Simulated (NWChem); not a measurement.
# tert-butyl chloride (C4H9Cl); SMILES CC(C)(C)Cl

```xyz
14

C      0.2887     1.4243    -0.8063
C      0.0000     0.0000    -0.3602
C      1.0891    -0.9622    -0.8063
C     -1.3778    -0.4621    -0.8063
Cl     0.0000     0.0000     1.4709
H      0.2983     1.4748    -1.9075
H     -0.4801     2.1164    -0.4340
H      1.2670     1.7618    -0.4350
H      2.0729    -0.6424    -0.4340
H      0.8922    -1.9781    -0.4350
H      1.1281    -0.9958    -1.9075
H     -1.4264    -0.4791    -1.9075
H     -2.1592     0.2164    -0.4350
H     -1.5928    -1.4740    -0.4340
```
Atoms are numbered in this order, from 1.

All runs: NWChem. Pople sets run with spherical d functions. Structure relaxed at the PBE0/def2-SVP level.

Problem. Among these, which level gives the highest value of “highest occupied level (eV)”?
A) B3LYP/STO-3G
B) B3LYP/def2-SVPD
C) B3LYP/def2-TZVP
D) B3LYP/6-31+G*

Solution. A, B3LYP/STO-3G. Values: B3LYP/def2-SVPD -8.03; B3LYP/6-31+G* -7.99; B3LYP/def2-TZVP -7.94; B3LYP/STO-3G -5.87
